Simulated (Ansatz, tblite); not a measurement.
Cost and result up the ladder for SiBr2H2 (SiH2Br2) (5 atoms). Charge 0, multiplicity 1. Geometry: PBE-D4/def2-TZVP.

```xyz
5

Si   -0.098   -0.061    0.130
Br   -0.787    1.424   -1.376
Br    2.010   -0.661   -0.250
H    -0.955   -1.271    0.020
H    -0.170    0.569    1.475
```

Ansatz on 4 threads of AMD EPYC 9B45 on a shared host; xTB runs through tblite on one thread. Times are rough, summed over both states, and most runs start from the orbitals of an earlier one. No level here is sound enough to serve as a yardstick. The other state is a triplet.

The xTB rows come from tblite. HOMO above LUMO, or a gap near zero within one spin, warns that the state may not be the lowest or that an electron is smeared out.

xTB has no spin-polarisation term.

```csv
level,functions,wall time
GFN2-xTB,29,0.009 s
GFN1-xTB,31,0.053 s
PBE-D4/def2-TZVP (with forces),145,2.5 s
r2SCAN-D4/def2-TZVP,145,4.8 s
```

(1) Estimate what each level gives for the vertical triplet (eV).

## Answers

(1) 
| level | vertical triplet (eV) | remarks |
| --- | --- | --- |
| GFN2-xTB | 5.83 | – |
| GFN1-xTB | 6.40 | – |
| PBE-D4/def2-TZVP (with forces) | 5.60 | gap within one spin near zero (triplet) |
| r2SCAN-D4/def2-TZVP | 5.93 | – |
